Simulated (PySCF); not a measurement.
**How methods differ on the ionisation energy of In⁺**

In⁺ [Kr] 4d10 5s2 (1S) → In²⁺ [Kr] 4d10 5s1 (2S), as a difference of total energies. All numbers are calculated (PySCF 2.14, scalar relativity through the core potential, in cc-pVDZ-PP with ECP28MDF (4s3p2d, 23 functions)). Correlated levels: valence: 4s2 4p6 4d10 frozen. The calculations carry no spin-orbit coupling.

```json
{"method": "UHF", "ionisation energy (eV)": "17.011", "error (eV)": "-1.859"}
{"method": "r2SCAN", "ionisation energy (eV)": "18.794", "error (eV)": "-0.076"}
{"method": "PBE0", "ionisation energy (eV)": "18.711", "error (eV)": "-0.159"}
{"method": "MP2 (valence)", "ionisation energy (eV)": "17.575", "error (eV)": "-1.295"}
{"method": "SCS-MP2 (valence)", "ionisation energy (eV)": "17.688", "error (eV)": "-1.182"}
{"method": "CCSD (valence)", "ionisation energy (eV)": "17.869", "error (eV)": "-1.001"}
```

Reference: 18.870 eV (measured; NIST Atomic Spectra Database, ionization energies).

Errors of the correlated levels include the incompleteness of this basis and the frozen core.

With two correlated electrons CCSD is exact in that space.
